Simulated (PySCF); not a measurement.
Series: H2E=Y. Gas-phase values, no solvent. Strings in code marks are SMILES.

Level of theory: r2SCAN-D4/def2-TZVP in PySCF. All candidates: neutral, multiplicity 1. Excitations are Tamm–Dancoff values on a coarser integration grid. The basis has no diffuse functions, so Rydberg states are missing or too high.

```yaml
T1 excitation (TDA): 1.45 eV
HOMO: -5.50 eV
S1 excitation (TDA): 2.07 eV
```

Q: Name which member has these values.
(A) `[SiH2]=S`
(B) `O=[SiH2]`
(C) `[O]=[GeH2]`
(D) `C=[Se]`

A: D, `C=[Se]`. The others give `[SiH2]=S`: 2.74 eV, -6.32 eV, 3.14 eV; `O=[SiH2]`: 3.74 eV, -7.06 eV, 4.21 eV; `[O]=[GeH2]`: 3.04 eV, -6.57 eV, 3.53 eV
